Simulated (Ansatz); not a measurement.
Geometry optimisation, RKS PBE-D4/def2-SVP (Ansatz).

Input file:

```yaml
crystal:
  periodic: [false, false, false]
  atoms:
    - { symbol: Li, position_ang: [0.5049, -2.42815, 1.79929] }
    - { symbol: O, position_ang: [0.92531, -1.29312, 0.82664] }
    - { symbol: S, position_ang: [1.44557, -0.12278, -0.19872] }
    - { symbol: Si, position_ang: [-0.4195, 0.81336, -0.55205] }
    - { symbol: H, position_ang: [-0.12627, 1.88974, -1.48405] }
    - { symbol: H, position_ang: [-0.96973, 1.3077, 0.71555] }
    - { symbol: H, position_ang: [-1.3603, -0.16675, -1.10667] }
basis:
  gaussian: { orbitals: def2-SVP }
hamiltonian:
  xc: pbe
  dispersion: d4
relax:
  f_tol: 0.02
  max_steps: 50
```

Run as:

```bash
$ ansatz run input.yaml --threads 1 --pin off --max-ram 2048MiB --backend cpu --events-out ev --progress --plain --runs-dir out
```

Q: Where does it end, and by what steps?

A: The forces met the threshold. The force dipped under the threshold on the way, but the program's further checks kept it going. After 6 steps the energy has fallen by 0.108 eV; Li1 moved furthest, 0.10 Å.

```csv
step,energy less start (eV),largest force component (eV/Å),accepted
0,0.0000,0.816,yes
1,-0.0961,0.312,yes
2,-0.1072,0.073,yes
3,-0.1078,0.028,yes
4,-0.1079,0.039,yes
5,-0.1080,0.019,yes
6,-0.1080,0.013,yes
```

```xyz
7
Properties=species:S:1:pos:R:3
Li 0.541 -2.497 1.858
O 0.955 -1.329 0.850
S 1.481 -0.157 -0.189
Si -0.398 0.813 -0.558
H -0.156 1.952 -1.519
H -1.011 1.354 0.712
H -1.411 -0.136 -1.154
```

Run time: 13 s on 1 thread of Intel(R) Xeon(R) 6975P-C (Granite Rapids), on a shared host, peak memory 0.17 GiB.
